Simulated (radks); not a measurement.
Charge is removed step by step from the 1s level of Sb3+, starting from [Kr] 4d10 5s2. Calculated with a radial shooting solver on a logarithmic mesh with Libxc functionals: non-relativistic Kohn-Sham, PBE, spin-unpolarised, spherical densities, point nucleus; relativity is left out, which matters for an element this heavy.

removed (e)  E - E(0) (eV)  eigenvalue (eV)  E minus straight line (eV)
0                    0.000           -29201                       0.000
0.1                 2923.4           -29267                     -29.536
0.2                 5853.3           -29333                     -52.468
0.3                 8789.9           -29398                     -68.808
0.4                11733.0           -29464                     -78.569
0.5                14682.7           -29530                     -81.767
0.6                17638.9           -29595                     -78.417
0.7                  20602           -29660                     -68.541
0.8                  23571           -29725                     -52.161
0.9                  26547           -29790                     -29.304
1                    29529           -29854                       0.000

Removing the whole electron costs 29529 eV by Delta-SCF, against 29201 eV from minus the eigenvalue at the starting occupation. Slater's transition state (half an electron removed) gives 29530 eV. Integrating minus the eigenvalue over the occupation (Janak's theorem) gives 29529 eV. The mean slope of the eigenvalue, de/dn, is 654 eV per electron.
